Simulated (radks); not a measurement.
All-electron atom: Sm2+ in [Xe] 4f5.75 6s0.25 (fractional occupations, a model configuration). Method: scalar-relativistic Kohn-Sham, XLYP, spin-polarised, spherical densities, finite nucleus; open shells are filled with parallel spins first (spin-orbit coupling, left out, can overturn this in heavy ions); Fermi nuclear charge, rms radius 5.0819 fm; computed with a radial shooting solver on a logarithmic mesh with Libxc functionals.

Normalised radial functions P(r) = r R(r), r in bohr:

```
   r/bohr * 4d down, o 5s down, + 5p up (the largest magnitude, 1.33, reaches the edge; | marks zero, & curves that meet)
  0.00232                             & o
 0.003145                             & o
 0.004262                             & o
 0.005776                             &  o
 0.007828                             *+ o
  0.01052                             *+ o
  0.01426                             *+ o
  0.01933                             * &
   0.0262                             o* +
  0.03551                           o | * +
  0.04774                         o   |   &
  0.06469                        o    |   +  *
  0.08768                          o  |+         *
   0.1188                          +  |o             *
    0.161                       +     |     o        *
   0.2165                        +    |     o   *
   0.2934                          * o+
   0.3977           *        o        |       +
    0.539  *                 o        |        +
   0.7305    *                        +  o
     0.99              *  +           |               o
    1.331           +           *     |                   o
    1.804             +             * |             o
    2.445                    +        *     o
    3.313                          +  * o
     4.49                            +&
    6.037                             &
    8.182                             &
    11.09                             &
```

4d down: eigenvalue -140.95 eV, 1 radial node at r = 0.279 bohr, <r> = 0.671 bohr, 90 % of the charge inside 1.01 bohr. 5s down: eigenvalue -56.330 eV, 4 radial nodes at r = 0.0278, 0.110, 0.288, 0.686 bohr, <r> = 1.41 bohr, 90 % of the charge inside 2.04 bohr. 5p up: eigenvalue -38.306 eV, 3 radial nodes at r = 0.0984, 0.290, 0.734 bohr, <r> = 1.63 bohr, 90 % of the charge inside 2.38 bohr.
